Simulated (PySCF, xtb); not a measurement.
C2H8OZr, SMILES CC[O][ZrH3], multiplicity 1.

GFN2-xTB (xtb 6.7.1) at its own geometry gives an orbital gap of 3.40 eV and a dipole moment of 2.05 D.

Geometry optimised at PBE0-D3(BJ)/def2-SVP. The multiplicity is an assumed one; no other spin state was optimised. The structure was generated by enumeration; whether it is a known compound was not checked. The def2 effective core potentials stand for the cores of Zr; spin–orbit coupling is left out. The values are those of a single conformer.

### Question
What does B3LYP/def2-TZVP (PySCF) give? (An estimate is asked for; the answer gives what the named calculation found.)

### Answer
gap 5.79 eV (levels -7.67 and -1.88 eV), dipole 2.38 D.
